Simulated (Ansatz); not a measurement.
Si₄₁H₄₆⁻, a nanocrystal cut from hexagonal silicon. Charge -1, multiplicity 2. Geometry PBE-D4/def2-SVP, that of the neutral singlet; atoms count from 1.

```xyz
87

Si    2.928    4.301   -0.623
Si    3.502    2.810   -2.347
Si    5.312    1.406   -1.753
Si   -0.118    2.911   -3.656
Si    1.615    1.509   -2.876
Si    2.206   -0.022   -4.561
Si    4.565   -0.826   -1.617
Si    4.072   -1.304   -3.872
Si    0.337   -1.362   -5.049
Si    1.546    4.689    2.940
Si    2.218    3.146    1.296
Si    3.898    1.768    2.228
Si   -1.385    3.268   -0.057
Si   -1.988    2.671   -2.253
Si    0.343    1.855    0.720
Si    0.934    0.324   -0.962
Si    3.274   -0.489    1.994
Si    2.691   -1.064   -0.215
Si   -2.687    0.424   -2.280
Si   -0.952   -0.974   -1.491
Si   -0.384   -2.538   -3.148
Si    1.982   -3.310   -0.211
Si    1.237   -4.047   -2.318
Si   -2.321   -3.766   -3.671
Si    0.899    3.514    4.874
Si   -2.694    3.601    3.561
Si   -3.264    3.063    1.342
Si   -0.955    2.183    4.316
Si   -0.349    0.669    2.624
Si    1.392   -0.736    3.391
Si   -3.978    0.822    1.279
Si   -4.580    0.188   -0.905
Si   -2.249   -0.585    2.065
Si   -1.637   -2.144    0.425
Si    0.649   -2.965    3.413
Si    0.107   -3.540    1.199
Si   -5.284   -2.057   -0.863
Si   -3.530   -3.441   -0.082
Si   -2.993   -4.984   -1.771
Si   -2.981   -1.740    3.973
Si   -1.261   -3.154    4.778
H     4.092    5.198   -0.281
H     1.784    5.169   -1.090
H     3.884    3.597   -3.581
H     6.340    1.472   -2.856
H     5.972    1.876   -0.483
H     0.355    4.345   -3.658
H    -0.474    2.533   -5.073
H     2.589    0.767   -5.793
H     5.672   -1.724   -1.116
H     5.265   -0.878   -4.695
H     3.846   -2.772   -4.120
H    -0.796   -0.472   -5.501
H     0.649   -2.330   -6.164
H     2.678    5.643    3.242
H     0.377    5.494    2.427
H     5.242    2.070    1.619
H     3.992    2.061    3.706
H    -0.893    4.697   -0.048
H    -3.130    3.551   -2.709
H     4.377   -1.409    2.465
H    -3.032    0.028   -3.698
H     3.108   -4.179    0.300
H     2.360   -4.228   -3.305
H     0.582   -5.393   -2.121
H    -3.424   -2.819   -4.077
H    -2.044   -4.691   -4.832
H     0.540    4.470    5.986
H     2.043    2.651    5.343
H    -2.245    5.040    3.647
H    -3.903    3.435    4.449
H    -4.369    3.960    0.833
H    -1.428    1.397    5.517
H     1.765   -0.306    4.793
H    -5.171    0.654    2.193
H    -5.681    1.093   -1.408
H     1.758   -3.862    3.911
H    -0.372   -4.973    1.145
H    -5.696   -2.496   -2.247
H    -6.481   -2.196    0.046
H    -3.971   -4.158    1.173
H    -1.865   -5.879   -1.325
H    -4.189   -5.849   -2.087
H    -3.375   -0.747    5.038
H    -4.201   -2.557    3.626
H    -0.907   -2.772    6.194
H    -1.738   -4.586    4.783
```

Single mean-field runs in def2-SVP are fitted with def2-universal-jkfit.

(1) Estimate the Mulliken populations of the heavy atoms from the PBE0/def2-SVP orbitals of Ansatz.

(2) Where does the spin sit?

(3) And the Mayer bond orders between heavy atoms (over 0.3, the first 40 of 59)?

Results:

(1) 
| atom | charge (e) | spin (α − β) |
| --- | --- | --- |
| Si1 | 0.18 | 0.00 |
| Si2 | -0.02 | 0.03 |
| Si3 | 0.08 | 0.02 |
| Si4 | 0.18 | 0.00 |
| Si5 | -0.25 | 0.02 |
| Si6 | -0.02 | 0.03 |
| Si7 | -0.03 | 0.00 |
| Si8 | 0.08 | 0.02 |
| Si9 | 0.18 | 0.00 |
| Si10 | 0.12 | 0.02 |
| Si11 | -0.26 | 0.05 |
| Si12 | 0.14 | 0.03 |
| Si13 | 0.02 | 0.01 |
| Si14 | -0.05 | 0.01 |
| Si15 | -0.11 | 0.06 |
| Si16 | 0.02 | 0.07 |
| Si17 | 0.00 | 0.01 |
| Si18 | -0.17 | 0.03 |
| Si19 | 0.02 | 0.01 |
| Si20 | -0.11 | 0.06 |
| Si21 | -0.27 | 0.05 |
| Si22 | 0.00 | 0.01 |
| Si23 | 0.14 | 0.03 |
| Si24 | 0.12 | 0.02 |
| Si25 | 0.09 | 0.01 |
| Si26 | 0.12 | 0.01 |
| Si27 | -0.04 | 0.00 |
| Si28 | -0.03 | 0.01 |
| Si29 | -0.15 | 0.05 |
| Si30 | 0.03 | 0.02 |
| Si31 | 0.03 | 0.02 |
| Si32 | -0.04 | 0.00 |
| Si33 | -0.17 | 0.04 |
| Si34 | -0.15 | 0.05 |
| Si35 | -0.05 | 0.01 |
| Si36 | 0.03 | 0.02 |
| Si37 | 0.12 | 0.01 |
| Si38 | -0.03 | 0.01 |
| Si39 | 0.09 | 0.01 |
| Si40 | 0.13 | 0.00 |
| Si41 | 0.09 | 0.01 |
Mulliken values depend strongly on the basis.

(2) Summed by element: Si 0.87, H 0.13, of 1 unpaired in all. Largest on single atoms: Si16 0.07, Si15 0.06, Si20 0.06.

(3) Si1–Si2 0.92 (2.35 Å); Si1–Si11 0.90 (2.35 Å); Si2–Si3 0.94 (2.37 Å); Si2–Si5 0.94 (2.35 Å); Si3–Si7 0.95 (2.36 Å); Si4–Si5 0.91 (2.36 Å); Si4–Si14 0.94 (2.35 Å); Si5–Si6 0.94 (2.35 Å); Si5–Si16 0.90 (2.35 Å); Si6–Si8 0.94 (2.37 Å); Si6–Si9 0.92 (2.35 Å); Si7–Si8 0.95 (2.36 Å); Si7–Si18 0.92 (2.35 Å); Si9–Si21 0.90 (2.35 Å); Si10–Si11 0.92 (2.35 Å); Si10–Si25 0.95 (2.35 Å); Si11–Si12 0.92 (2.36 Å); Si11–Si15 0.94 (2.35 Å); Si12–Si17 0.95 (2.35 Å); Si13–Si14 0.91 (2.35 Å); Si13–Si15 0.91 (2.36 Å); Si13–Si27 0.93 (2.35 Å); Si14–Si19 0.91 (2.35 Å); Si15–Si16 0.85 (2.35 Å); Si15–Si29 0.95 (2.35 Å); Si16–Si18 0.93 (2.36 Å); Si16–Si20 0.85 (2.35 Å); Si17–Si18 0.89 (2.36 Å); Si17–Si30 0.94 (2.36 Å); Si18–Si22 0.89 (2.36 Å); Si19–Si20 0.91 (2.36 Å); Si19–Si32 0.93 (2.35 Å); Si20–Si21 0.94 (2.35 Å); Si20–Si34 0.95 (2.35 Å); Si21–Si23 0.92 (2.36 Å); Si21–Si24 0.92 (2.35 Å); Si22–Si23 0.95 (2.35 Å); Si22–Si36 0.94 (2.36 Å); Si24–Si39 0.95 (2.35 Å); Si25–Si28 0.95 (2.35 Å).
